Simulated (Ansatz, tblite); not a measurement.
Cost and result up the ladder for [SnH5]- (SnH₅⁻) (6 atoms). Charge -1, multiplicity 1. Geometry: PBE0-D4/def2-TZVPD.

| atom | x (Å) | y (Å) | z (Å) |
| --- | --- | --- | --- |
| Sn1 | 0.000 | 0.000 | 0.000 |
| H2 | 0.375 | 0.830 | 1.640 |
| H3 | -0.375 | -0.831 | -1.640 |
| H4 | -1.413 | -0.780 | 0.718 |
| H5 | 1.573 | -0.804 | 0.047 |
| H6 | -0.159 | 1.584 | -0.765 |

Ansatz on 4 threads of Arm Neoverse V2 on a shared host; xTB runs through tblite on one thread. Times are rough, summed over both states, and most runs start from the orbitals of an earlier one. PBE0-D4/def2-TZVPD serves as the yardstick here, not as an exact answer. The other state is a triplet.

In the def2 sets Sn takes a core potential; there is no spin–orbit coupling. The xTB rows come from tblite.

xTB has no spin-polarisation term.

| level | functions | vertical triplet (eV) | difference from PBE0-D4/def2-TZVPD (eV) | remarks |
| --- | --- | --- | --- | --- |
| GFN2-xTB | 14 | 4.54 | 1.72 | – |
| PBE0-D4/def2-TZVPD | 101 | 2.82 | 0.00 | HOMO above zero (triplet) |
| PBE-D4/def2-TZVPD (with forces) | 101 | 2.52 | -0.30 | HOMO above zero (singlet), HOMO above zero (triplet) |
| r2SCAN-D4/def2-TZVPD | 101 | 2.65 | -0.17 | HOMO above zero (singlet), HOMO above zero (triplet) |
| GFN1-xTB | 19 | 6.40 | 3.59 | – |

(1) Estimate how long each takes.

Results:

(1) GFN2-xTB 0.002 s; GFN1-xTB 0.003 s; PBE-D4/def2-TZVPD (with forces) 1.4 s; PBE0-D4/def2-TZVPD 1.7 s; r2SCAN-D4/def2-TZVPD 2.8 s. On shared hardware such times vary by a factor of up to 3.
